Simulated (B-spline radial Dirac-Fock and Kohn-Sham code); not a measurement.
Radiative decay of the L3 hole in Tc⁴⁺

System: the Tc⁴⁺ ion, [Kr] 4d3.

Calculated with a radial atomic solver, using independent-particle rates on relativistic LDA orbitals of the hole state (multipoles up to L = 3, Coulomb Auger matrix elements, transition energies from Dirac-Fock).

```tsv
line	multipole	energy (eV)	width (meV)	share (%)
Lℓ (L3-M1)	E1	2131.4	2.35	3.24
Lα2 (L3-M4)	E1	2422.5	6.82	9.41
Lα1 (L3-M5)	E1	2426.2	60.6	83.6
Lβ6 (L3-N1)	E1	2608.5	0.455	0.628
Lβ15 (L3-N4)	E1	2687.0	0.226	0.312
Lβ2 (L3-N5)	E1	2687.3	2.02	2.79
```

The listed lines hold 100.0 % of the radiative rate. The radiative width is 0.0725 eV in the length form and 0.0738 eV in the velocity form; the two differ because the transition energies are not eigenvalue differences of the potential that gave the orbitals.
